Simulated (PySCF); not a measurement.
**Molecular orbitals of KBi⁺**

B2PLYP at R = 3.945 Å; PySCF, scalar-relativistic core potentials, basis sets K def2-SVP, Bi def2-SVP with ECP60. State: ⁴Σ⁻ (quartet), unpaired electrons σ ↑, π ↑↑. Only the outer orbitals are listed, counted within each symmetry, core potentials removing the inner ones.

| spin | orbital | occ. | ε (eV) | on K (%) | main shells (%) |
| --- | --- | --- | --- | --- | --- |
| α | 4π | 1 | -28.56 | 100 | 100 K p |
| α | 4π | 1 | -28.56 | 100 | 100 K p |
| α | 8σ | 1 | -28.56 | 100 | 100 K p |
| α | 9σ | 1 | -22.01 | 0 | 100 Bi s |
| α | 10σ | 1 | -10.93 | 8 | 91 Bi p |
| α | 5π | 1 | -10.58 | 1 | 99 Bi p |
| α | 5π | 1 | -10.58 | 1 | 99 Bi p |
| α | 11σ | 0 | -4.61 | 98 | 97 K s |
| α | 6π | 0 | -2.87 | 99 | 99 K p |
| α | 6π | 0 | -2.87 | 99 | 99 K p |
| β | 4π | 1 | -28.55 | 100 | 100 K p |
| β | 4π | 1 | -28.55 | 100 | 100 K p |
| β | 8σ | 1 | -28.53 | 100 | 100 K p |
| β | 9σ | 1 | -18.70 | 1 | 99 Bi s |
| β | 10σ | 0 | -5.75 | 39 | 61 Bi p, 33 K s |
| β | 5π | 0 | -5.03 | 6 | 94 Bi p |
| β | 5π | 0 | -5.03 | 6 | 94 Bi p |

Which are the highest filled and the lowest empty level, where do they sit, and how wide is the gap?

Highest filled α 5π at -10.58 eV (in %: 99 Bi p); lowest empty β 10σ at -5.75 eV (in %: 61 Bi p, 33 K s); the gap at B2PLYP is 4.83 eV.

The bond order (Mayer) is 0.20. The ⟨S²⟩ is 3.752. The charge on K (Mulliken, basis-dependent) is 0.89. The charge on K (Löwdin, basis-dependent) is 0.79 and the dipole moment (positive dipole points towards Bi; it is taken about the centre of mass and depends on that origin) is -13.95 D.

Correlated steps freeze 9 core orbitals. These are scalar-relativistic numbers at best; spin–orbit coupling would shift them, the dissociation energy most. B2PLYP dipoles, levels and charges come from its SCF part alone. The state was picked by a PBE0 search and need not be the measured ground state.
